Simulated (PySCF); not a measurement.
Input of a run (PBE0-D3(BJ)/def2-SVP geometry optimisation, gas phase (PySCF 2.14.0)), started from a GFN2-xTB structure with every atom displaced at random (by about 0.01 Å):
```
{"job": {"xc": "PBE0", "basis": "def2-SVP", "d3": "d3bj", "grid": 1, "shake": 0.01, "kind": "geom"}, "charge": 0, "multiplicity": 1}
C     -2.028170     0.629370    -0.257500
N     -0.941950     0.079570    -0.275420
C     -0.601740    -0.888050     0.707340
C      0.779120    -0.416440     1.294090
Ge     1.724080     0.451810    -0.192830
H     -2.841230     0.447400     0.464530
H     -2.250870     1.395700    -1.016010
H     -0.409460    -1.823570     0.178950
H     -1.362560    -1.029360     1.498880
H      0.567790     0.301650     2.104810
H      1.289270    -1.255570     1.736300
H      1.672570    -0.344570    -1.426600
H      1.229550     1.856740    -0.460600
H      3.166440     0.580250     0.196350
```

Output (energies in Eh, forces in Eh/bohr):
```
step   0  E = -2250.58620492  max force = 0.062380
step   1  E = -2250.59656570  max force = 0.015946
step   2  E = -2250.59796277  max force = 0.007572
step   3  E = -2250.59824369  max force = 0.002292
step   4  E = -2250.59830559  max force = 0.003670
step   5  E = -2250.59839402  max force = 0.001203
step   6  E = -2250.59845416  max force = 0.000576
step   7  E = -2250.59847662  max force = 0.000817
step   8  E = -2250.59849387  max force = 0.000241
step   9  E = -2250.59849869  max force = 0.000162
optimisation converged
```

Problem. Summarise the run.

Solution. The energy falls by 7.7 kcal/mol over 10 energy and gradient evaluations, the largest force component goes from 0.0624 to 1.6e-04 Eh/bohr, and the atoms move by 0.273 Å rms after alignment. The bond that changes most is Ge5–H12 (ends: germanium bonded to C and 3 H; Ge–H hydrogen), which lengthens by 0.071 Å. Bonds longer at the end by more than 0.005 Å: 8 of 13; shorter: 1. Among the angles that change most is C3–C4–Ge5, from 105.8° to 112.7°. Among the dihedrals that turn most is H9–C3–C4–Ge5, from -158° to -172°. The energy never rose by more than 1e-6 Eh on the way. The first step brought 84 % of the lowering.

Problem. What are the final bond lengths?

Solution. C1=N2 1.261 Å, N2–C3 1.440 Å, C3–C4 1.524 Å, C4–Ge5 1.969 Å, C1–H6 1.109 Å, C1–H7 1.099 Å, C3–H8 1.104 Å, C3–H9 1.111 Å, C4–H10 1.102 Å, C4–H11 1.101 Å, Ge5–H12 1.541 Å, Ge5–H13 1.536 Å, Ge5–H14 1.546 Å. Numbering counts from 1 in the input's order; the species is `C=NC[CH2][GeH3]`.

The run used 133 basis functions and 65 SCF cycles in all. Time: 80 s of wall time; peak memory 0.51 GiB. Hardware: an Arm Neoverse V1 with one thread, no GPU, shared host.

Stationary, but not proved a minimum. The numbers are those of one conformer.
